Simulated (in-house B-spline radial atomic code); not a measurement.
Computed with a B-spline radial atomic code. Model: two electrons, singlet ground state, non-relativistic, full CI in B-splines with partial waves to l = 8 (at full coupling up to 3e-4 hartree above the limit, correlation up to 0.6 % small), density held at that of full coupling by Lieb maximisation.

W(λ) is the mean repulsion in the state of coupling λ less the Hartree energy of the fixed density. Its start is exact exchange, its initial slope is twice the second-order Görling-Levy correlation energy, and its area from 0 to 1 is E_xc. A straight curve means weak, dynamic correlation, and a curve that drops fast and flattens means strong correlation.

Command:
```bash
python run_ac.py task.json out
```
Settings (lengths in bohr, energies in hartree):
```
potential              ball
strength               1
lmax                   8
wall_radius            3.39
```

Run time, properties included: 3.1 s on 1 thread of Intel(R) Xeon(R) Processor @ 2.30GHz (shared host).

**W = mean repulsion less Hartree energy, and W of three functionals.**

Given: confinement empty hard sphere; hard wall radius 3.39 bohr; external potential zero inside.

Computed: LDA exchange minus exact 64.856 millihartree; PBE exchange minus exact 19.635 millihartree.

```csv
coupling,W xc (hartree),W xc minus exchange (millihartree),kinetic minus Kohn-Sham (millihartree),LDA (PW92) W minus its exchange (millihartree),PBE W minus its exchange (millihartree),SCAN W minus its exchange (millihartree)
0,-0.50145,0,0,0,0,0
0.02,-0.50374,-2.295,0.02,-10.45,-4.26,-1.94
0.05,-0.5071,-5.65,0.14,-20.83,-9.87,-4.74
0.12,-0.51453,-13.085,0.77,-38.58,-20.99,-10.92
0.25,-0.52701,-25.56,3.06,-62.13,-37.62,-21.32
0.4,-0.53952,-38.077,7.1,-82.36,-53.05,-31.98
0.6,?,?,?,?,?,?
0.8,-0.56538,-63.929,22.3,-119.88,-83.61,-55.21
1,-0.57526,-73.81,31.17,-133.68,-95.33,-64.7
1.4,?,?,?,?,?,?
2,-0.60748,-106.03,77.65,-179.78,-135.82,-98.93
3,-0.62515,-123.7,121.08,-207.28,-160.72,-120.16
4.5,-0.64072,-139.27,178.4,-233.81,-185.12,-140.04
7,-0.65509,-153.65,259.18,-260.74,-210.19,-158.38
10,-0.66491,-163.46,341.39,-280.62,-228.84,-170.01
```

What belongs in the row 0.6?

W xc (hartree): -0.55363; W xc minus exchange (millihartree): -52.185; kinetic minus Kohn-Sham (millihartree): 14.11; LDA (PW92) W minus its exchange (millihartree): -103.24; PBE W minus its exchange (millihartree): -69.8; SCAN W minus its exchange (millihartree): -44.41.

What belongs in the row 1.4?

W xc (hartree): -0.59088; W xc minus exchange (millihartree): -89.437; kinetic minus Kohn-Sham (millihartree): 49.76; LDA (PW92) W minus its exchange (millihartree): -155.64; PBE W minus its exchange (millihartree): -114.38; SCAN W minus its exchange (millihartree): -80.61.

What is the SCAN exchange minus exact?

-7.4372 millihartree.

**Energy parts, natural occupations and partial-wave weights.**

Computed: total energy 1.3303 hartree; correlation energy -0.042645 hartree; kinetic part of the DFT correlation energy 0.031166 hartree; initial slope twice GL2 -0.11593 hartree; kinetic part over minus potential part 0.42224; Hartree energy 1.0029 hartree; Lieb Oxford ratio E_xc over LDA exchange 1.2462.

```csv
natural,occupation of the shell (electrons)
s,1.9353
p,0.061689
d,0.0013733
s,?
f,0.00015966
p,0.00015321
```

What belongs in the row s?

occupation of the shell (electrons): 0.0011714.

```csv
wave,weight
s,0.96826
p,?
d,0.00070391
f,8.4972e-05
g,1.8468e-05
```

What belongs in the row p?

weight: 0.030924.

What is the Kohn-Sham kinetic?

0.87149 hartree.

What is the exchange energy?

-0.50145 hartree.

Half-way to full coupling W has made 61 % of its drop, against 50 % for a straight line, and second-order (GL2) theory, half the initial slope, overshoots the correlation energy by about 36 %: a marked bend. Over couplings 0 to 1 the errors in E_xc come to about +21 millihartree for LDA, +4.7 millihartree for PBE, -1.3 millihartree for SCAN, so SCAN is nearest. In LDA and PBE and SCAN the errors of exchange and correlation have opposite signs, so the sum is smaller than the larger of the two.
